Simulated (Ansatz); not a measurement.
`[NH2][In]([Cl])[Br]` and `NB(Cl)Br` differ in one element.

Ansatz, PBE0-D4/def2-TZVP geometries, multiplicity 1. Each molecule was computed in one conformer, which needn't be the lowest.

Elements past krypton have def2 core potentials. Scalar relativity is left out up to krypton. Spin–orbit coupling is left out; it splits and shifts lone-pair levels of the heavy atoms by tenths of an eV.

```tsv
property	`[NH2][In]([Cl])[Br]`
LUMO energy (B3LYP/def2-TZVPP) / eV	-2.43
HOMO–LUMO gap (ωB97M-V/def2-TZVPP) / eV	10.09
LUMO energy (PBE/def2-TZVPP) / eV	-2.98
HOMO–LUMO gap (B3LYP/def2-TZVPP) / eV	5.33
HOMO energy (ωB97M-V/def2-TZVPP) / eV	-10.33
zero-point energy (PBE0-D4/def2-TZVP) / kJ/mol	70.9
```

Q: What does the change do to each property? (Estimate.)

A: Computed: 
```csv
property,`NB(Cl)Br`,shift
LUMO energy (B3LYP/def2-TZVPP) / eV,-0.19,2.24
HOMO–LUMO gap (ωB97M-V/def2-TZVPP) / eV,12.57,2.48
LUMO energy (PBE/def2-TZVPP) / eV,-0.97,2.01
HOMO–LUMO gap (B3LYP/def2-TZVPP) / eV,7.83,2.50
HOMO energy (ωB97M-V/def2-TZVPP) / eV,-10.53,-0.20
zero-point energy (PBE0-D4/def2-TZVP) / kJ/mol,88.2,17.3
```

With PBE0 the HOMO falls by 0.28 eV and the LUMO rises by 2.11 eV, so the gap widens by about 2.39 eV. PBE moves the HOMO by -0.31 eV and ωB97M-V by -0.20 eV.

Positive LUMOs are unbound, so they and the gaps depend on the basis.

B3LYP here is the variant with VWN-RPA as its local correlation; programs differ in this.
